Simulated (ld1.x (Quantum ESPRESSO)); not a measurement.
## Transferability test, ultrasoft potential for manganese (Mn)

manganese, ultrasoft, made with ld1.x (Quantum ESPRESSO) 7.5 (PBE, scalar-relativistic). Core [Ar], reference 3d5 4s2 4p0. Waves: 4s (bound): rcut 2.20, rcutus 2.45 bohr; 4s channel at 1.95 Ry: rcut 2.20, rcutus 2.45 bohr; 4p (bound, empty): rcut 1.80, rcutus 2.30 bohr; 4p channel at 4.05 Ry: rcut 1.80, rcutus 2.30 bohr; 3d (bound): rcut 1.60, rcutus 2.00 bohr; 3d channel at -0.15 Ry: rcut 1.60, rcutus 2.00 bohr. Local part: all-electron potential smoothed inside 2.20 bohr (lloc = -1). Core correction: none. Augmentation charge: PSQ, inside the norm-conserving radii.

Energies are relative to the spin-unpolarised reference configuration 3d5 4s2 4p0; without spin polarisation the order of configurations can differ from experiment.

Problem. Give the all-electron excitation energy and the error of the potential for: 3d5 4s1 4p0; 3d5 4s0 4p0; 3d4 4s0 4p0; 3d6 4s0 4p0; 3d5 4s0 4p2; 3d5 4s1 4p1; 3d3 4s0 4p0.

Solution.

| valence configuration | charge | ΔE all-electron (eV) | error AE − PS (meV) |
| --- | --- | --- | --- |
| 3d5 4s1 4p0 | +1 | 8.416 | +8.6 |
| 3d5 4s0 4p0 | +2 | 24.015 | +111 |
| 3d4 4s0 4p0 | +3 | 56.534 | +176 |
| 3d6 4s0 4p0 | +1 | 6.813 | -42 |
| 3d5 4s0 4p2 | 0 | 7.930 | +6.2 |
| 3d5 4s1 4p1 | 0 | 3.857 | +0.7 |
| 3d3 4s0 4p0 | +4 | 107.296 | -327 |

Levels in the configuration 3d6 4s0 4p0:

```
level  all-electron (eV)  pseudo (eV)
   3d            -10.705      -10.605
```
